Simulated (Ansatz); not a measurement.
Computed with Ansatz on PBE0-D4/def2-TZVP structures; ΔE is electronic, products minus reactants. CCSD(T)/CBS adds triple-zeta CCSD(T) − MP2 to the extrapolated MP2 energy (def2 sets, frozen cores). Functionals use def2-TZVPP. B3LYP here is the variant with VWN-RPA as its local correlation; programs differ in this. Each species was taken in one conformer, which may not be the lowest.

Consider the ligand exchange at the Si–S bond: `N[Si@H](F)S[Si@@H](N)O` + `N[SiH](N)F` → `N[Si@H](O)N[Si@@H](N)F` + `N[SiH](F)S`.

CCSD(T)/CBS gives -4.3 kJ/mol.

Question: Another level gave -6.7 kJ/mol. Which?
A. B3LYP/def2-TZVPP
B. PBE-D4/def2-TZVPP
C. CCSD/def2-TZVPP
D. r2SCAN/def2-TZVPP

Answer: A. B3LYP -6.7, r2SCAN 0.1, PBE-D4 5.8, CCSD/def2-TZVPP -11.2 kJ/mol.

Largest T1 diagnostic among the species: 0.012.

The D4 term adds +3.1 kJ/mol with B3LYP and +1.6 kJ/mol with PBE0; it sums over pairs of atoms, weighted by their polarisabilities, and B3LYP, whose exchange is more repulsive, gets the larger term. In def2-TZVPP, CCSD(T) changes the Hartree–Fock value by +7.0 kJ/mol (the triples alone add +2.6 kJ/mol) and MP2 by +12.0 kJ/mol.
